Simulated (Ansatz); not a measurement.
Consider the formal loss of a carbene: `FCC[SiH3]` → `C[SiH3]` + `[CH]F`.

Calculated with Ansatz (gas phase, PBE0-D4/def2-TZVP geometries, no zero-point term in ΔE). CCSD(T)/CBS is the MP2 limit (def2-TZVPP, def2-QZVPP) plus CCSD(T) − MP2 in def2-TZVPP, frozen cores. This one scheme is used for every species. One conformer a species, not always the lowest.

`FCC[SiH3]`:

Cartesian coordinates in Å:
```
F 0.119 1.306 -1.534
C -0.714 1.145 -0.436
C -0.660 -0.282 0.054
Si 1.082 -0.904 0.419
H -0.374 1.843 0.336
H -1.721 1.432 -0.752
H -1.246 -0.355 0.977
H -1.134 -0.950 -0.672
H 1.870 -1.106 -0.822
H 1.788 0.074 1.291
H 0.990 -2.203 1.138
```

`C[SiH3]`:

```xyz
8

C    -0.286   -0.906   -0.269
Si    0.256    0.810    0.241
H     0.337   -1.666    0.205
H    -0.210   -1.031   -1.352
H    -1.324   -1.087    0.021
H     0.154    0.978    1.716
H    -0.596    1.846   -0.405
H     1.669    1.056   -0.158
```

`[CH]F`:

Cartesian coordinates in Å:
```
C 0.281 0.354 0.234
F -0.674 -0.440 0.620
H 0.392 0.085 -0.854
```

| species | CCSD(T)/CBS(def2) energy (Eh) |
| --- | --- |
| `FCC[SiH3]` | -469.17718 |
| `C[SiH3]` | -330.73916 |
| `[CH]F` | -138.29972 |

(1) Work out ΔE.

(2) What do rigid-rotor, harmonic-oscillator terms from PBE0-D4/def2-TZVP frequencies (298.15 K, 1 bar) make of the CCSD(T)/CBS value? (Best estimate.)

Largest T1 diagnostic among the species: 0.018.

## Answers

(1) ΔE = (-330.73916) + (-138.29972) − (-469.17718) = 0.13830 Eh = +363.1 kJ/mol.

(2) The calculation gave: ΔZPE = -25.7 kJ/mol, ΔH = +342.8 kJ/mol, ΔS = 159 J/(mol·K), ΔG = +295.3 kJ/mol.

From BLYP to BHLYP (50 % exact exchange), in def2-TZVPP and without D4, ΔE moves by +25.6 kJ/mol. Leaving LDA and LC-ωPBE aside and taking each functional with its dispersion term where it has one, the values, not all of them listed here, spread over 39.3 kJ/mol, from BLYP-D4 to PBE-QIDH. LDA lies +58.6 kJ/mol from PBE without D4.
